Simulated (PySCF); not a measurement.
Species: C6H5Cl.
Numbering: `[Cl:1][CH:2]=[C:3]1[CH:4]=[CH:5][CH:6]=[CH:7]1` (hydrogens: H8 on C2; H9 on C4; H10 on C5; H11 on C6; H12 on C7)

Structure used (PBE0-D3(BJ)/def2-SVP), in Å, numbered top down from 1:
```
atom  x, y, z in Å
Cl1    3.540   -0.926    0.855
C2     2.475    0.229    0.177
C3     1.139    0.070    0.094
C4     0.320   -1.057    0.537
C5    -0.970   -0.760    0.239
C6    -1.029    0.558   -0.403
C7     0.227    1.060   -0.492
H8     2.978    1.125   -0.193
H9     0.707   -1.955    1.016
H10   -1.837   -1.392    0.438
H11   -1.943    1.043   -0.747
H12    0.535    2.016   -0.916
```

Theory: core-valence-separated Tamm–Dancoff BHandHLYP/aug-pcX-1 (pcseg-1 on H, def2-SVPD on Cl) in PySCF, non-relativistic, gas phase, PBE0-D3(BJ)/def2-SVP geometry. No empirical shift is added; at this level the pattern usually sits a few eV under experiment.

The lowest roots of each edge with f over 0.003 (five at most, numbered afresh; weaker and dark ones are left out), with transition dipoles (au) in the frame of the coordinates:

```json
{"root": "1", "edge": "C", "E (eV)": "282.09", "f": "0.0379", "μx": "0.0080", "μy": "-0.0320", "μz": "-0.0663"}
{"root": "2", "edge": "C", "E (eV)": "282.14", "f": "0.0365", "μx": "-0.0079", "μy": "0.0314", "μz": "0.0651"}
{"root": "3", "edge": "C", "E (eV)": "282.21", "f": "0.0345", "μx": "0.0076", "μy": "-0.0304", "μz": "-0.0632"}
{"root": "4", "edge": "C", "E (eV)": "282.29", "f": "0.0570", "μx": "-0.0099", "μy": "0.0391", "μz": "0.0814"}
{"root": "5", "edge": "C", "E (eV)": "282.49", "f": "0.0432", "μx": "0.0084", "μy": "-0.0340", "μz": "-0.0708"}
```

Problem. What is the unit vector of the normal of the molecular plane, and which share of each root's |μ|² lies along it?

Solution. (0.11, -0.43, -0.90), up to sign.

| root | core hole on | share along it | final orbital under reflection in the plane |
| --- | --- | --- | --- |
| 1 | C4 | 1.00 | odd |
| 2 | C7 | 1.00 | odd |
| 3 | C5 | 1.00 | odd |
| 4 | C6 | 1.00 | odd |
| 5 | C3 | 1.00 | odd |

The 1s orbitals of atoms in the plane are even under the reflection, so light polarised along the normal reaches odd orbitals alone (the out-of-plane π set) and light polarised in the plane even ones.

Problem. For fixed molecules, how does the intensity of root 1 change when the electric field is turned 20° away from the normal of the molecular plane?

Solution. Intensity goes as (E·μ)², and μ lies along that direction, so it falls to cos²20° = 0.88 of its maximum; it vanishes at 90°.

Problem. Molecules are fixed in this frame and the field points along (1, 1, 0)/√2. What effective strengths 3 f cos²θ do the roots have (θ between field and μ)?

Solution. root 1 (C4): 0.006, root 2 (C7): 0.006, root 3 (C5): 0.005, root 4 (C6): 0.009, root 5 (C3): 0.007. Root 4 is the strongest. Averaged over all orientations cos²θ is 1/3, which gives f back.

